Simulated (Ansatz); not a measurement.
Mulliken charges of C2H5ClOSi (`ClC1C[SiH2]O1`) from r2SCAN/def2-TZVPP in Ansatz (PBE0-D4/def2-TZVP geometry).

```
atom   x (Å)   y (Å)   z (Å)  charge (e)
 Cl1  -1.351  -0.634  -2.022      -0.177
  C2  -1.006  -0.121  -0.336       0.291
  C3   0.198  -0.867   0.273      -0.292
 Si4   0.934   0.855   0.315       0.513
  O5  -0.588   1.226  -0.300      -0.399
  H6  -1.950  -0.243   0.194       0.066
  H7  -0.034  -1.326   1.233       0.076
  H8   0.639  -1.606  -0.391       0.084
  H9   1.187   1.481   1.637      -0.080
 H10   2.055   1.184  -0.600      -0.080
```

Question: By hand: the dipole of these point charges (1 e Å = 4.8032 D).

Answer: Σ q r = (0.265, -0.185, 0.452) e Å, of length 0.556 e Å = 2.67 D.

Question: How does the dipole of the full density compare? (Best estimate.)

Answer: Computed: (0.281, -0.176, 0.464) e Å, 2.74 D; the point charges give 0.97 times that, at 2° from its direction.

Point charges leave out the atoms' own dipoles, such as those of lone pairs, and Mulliken's split depends on the basis, so the close match here is no proof of good charges.
